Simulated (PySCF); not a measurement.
Cartesian coordinates (Å):
```xyz
3

Zn     0.0000     0.0000     0.0000
H      0.2473    -1.1477     1.0129
H     -0.2473     1.1477    -1.0129
```
Charge 0, spin multiplicity 1.

Q: Predict the LUMO, dipole moment, charge on the central atom (Mulliken), charge on the central atom (meta-Löwdin), HOMO–LUMO gap, HOMO and total energy from TPSSh-D3(BJ)/def2-TZVP // PBE-D3(BJ)/def2-SVP run with PySCF.

A: 
```
Quantity                                         Value
----------------------------------------  ------------
LUMO                                          -0.94 eV
dipole moment                                   0.00 D
charge on the central atom (Mulliken)           0.11 e
charge on the central atom (meta-Löwdin)        0.88 e
HOMO–LUMO gap                                  6.56 eV
HOMO                                          -7.49 eV
total energy                              -48451.46 eV
```
